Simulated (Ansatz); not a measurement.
A nudged elastic band was laid between two geometries of CH₇AsOSi (11 atoms, charge 0, multiplicity 1).

Level of theory: RKS B3LYP/def2-SVP (Ansatz).

```
movable images  : 7
climbing image  : yes
spring          : 5.0 eV/Å²
optimiser       : quadratic models (default)
start path      : IDPP
force threshold : 0.05 eV/Å
iteration limit : 60
end points      : relaxed
```

Image 0:

```xyz
11
Properties=species:S:1:pos:R:3
O -1.079 0.985 -0.980
C -0.274 1.116 0.179
Si -0.045 -0.619 0.941
As 0.939 -2.190 -0.568
H -1.185 1.855 -1.386
H 0.726 1.542 -0.042
H -0.737 1.774 0.945
H -1.370 -1.155 1.367
H 0.832 -0.494 2.145
H 2.125 -1.260 -0.849
H 0.134 -1.612 -1.733
```

Image 8:

```xyz
11
Properties=species:S:1:pos:R:3
O -1.094 1.090 -0.999
C -0.361 1.289 0.201
Si 0.210 -0.427 0.805
As 1.343 -1.475 -1.020
H -1.376 1.950 -1.338
H 0.535 1.926 0.049
H -0.966 1.776 0.994
H -0.957 -1.214 1.301
H 1.174 -0.241 1.933
H 1.520 -2.787 -0.250
H 0.035 -1.945 -1.656
```

(1) What changes between the two ends?

(2) Give the energies along the band, and the barrier.

(3) What is the geometry of the highest image?

(4) What are the harmonic wavenumbers there?

## Answers

(1) No bond is made or broken. The height of As4 over the plane of its neighbours goes from -0.96 to 0.94 Å.

(2) The forces met the threshold. The highest image is number 4 of 0 to 8, 130.7 kJ/mol above the first end and 130.1 kJ/mol above the last; the last end lies 0.6 kJ/mol above the first. A vibrational analysis at the climbing image gives one clearly imaginary mode, 746i cm⁻¹: a first-order saddle point.

```
image  path coordinate (Å)  energy (kJ/mol)  height of As4 over the plane of its neighbours (Å)
    0                 0.00              0.0                                               -0.96
    1                 0.51              1.3                                               -0.94
    2                 1.03              7.3                                               -0.88
    3                 1.54             47.3                                               -0.58
    4                 2.06            130.7                                               -0.01
    5                 2.51             59.0                                                0.50
    6                 2.96              9.3                                                0.84
    7                 3.41              1.5                                                0.93
    8                 3.86              0.6                                                0.94
```

(3) 
```xyz
11
Properties=species:S:1:pos:R:3
O -1.411 1.100 -0.704
C -0.509 1.212 0.387
Si 0.038 -0.557 0.815
As 1.137 -1.560 -0.921
H -1.616 1.983 -1.035
H 0.387 1.814 0.141
H -0.982 1.672 1.281
H -1.170 -1.324 1.238
H 1.060 -0.563 1.901
H 2.536 -2.049 -0.797
H 0.595 -1.785 -2.286
```

(4) 746i, 54, 144, 177, 253, 279, 380, 408, 555, 633, 699, 784, 882, 918, 941, 1070, 1176, 1221, 1360, 1471, 2215, 2227, 2365, 2399, 2952, 3019, 3810 cm⁻¹.

The run took 2.4 min on 2 threads of Intel(R) Xeon(R) Platinum 8488C (Sapphire Rapids), with other jobs on the host, peak memory 0.29 GiB.
